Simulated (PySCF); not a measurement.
# Shapes and spin states of PdS₂⁺

All numbers come from PBE/[Pd def2-SVP with ECP28, S def2-SVP], scalar-relativistic core potentials, density fitting, no spin–orbit coupling, PySCF.

Relaxations began from a few typed shapes and spin states; open shells are unrestricted. The search is not exhaustive: other isomers or separated fragments can lie lower, and high-lying points may rest on an excited occupation.

Which is the lowest minimum found?
A. broken-symmetry Ms = 1/2 (⟨S²⟩ 1.60) C2v: Pd–S 2.135 Å (×2); S–Pd–S 110.1°
B. sextet C2v: Pd–S 2.275 Å (×2); S–Pd–S 101.6°
C. doublet C2v: Pd–S 2.313 Å (×2), S–S 1.965 Å; Pd–S–S 64.9° (×2), S–Pd–S 50.3°
D. quartet C2v: Pd–S 2.154 Å (×2); S–Pd–S 105.9°
E. doublet Cs: Pd–S 2.160 Å, S–S 1.910 Å; Pd–S–S 117.2°
F. quartet C2v: Pd–S 2.359 Å (×2), S–S 2.107 Å; Pd–S–S 63.5° (×2), S–Pd–S 53.0°
G. quartet C2v: Pd–S 2.154 Å (×2); S–Pd–S 106.1°
H. doublet C2v: Pd–S 2.103 Å (×2); S–Pd–S 118.2°

C. The others lie at 43.2 (doublet Cs), 122.6 (quartet C2v), 195.4 (quartet C2v), 195.6 (quartet C2v), 197.1 (broken-symmetry Ms = 1/2 C2v), 217.9 (doublet C2v), 248.5 (sextet C2v) kJ/mol above it.

For the lowest minimum: with open d or f shells other occupations or spin states may lie lower.

The electron or spin density has lower symmetry than the nuclear frame for the broken-symmetry Ms = 1/2 (⟨S²⟩ 1.60) C2v at 197.1 kJ/mol.
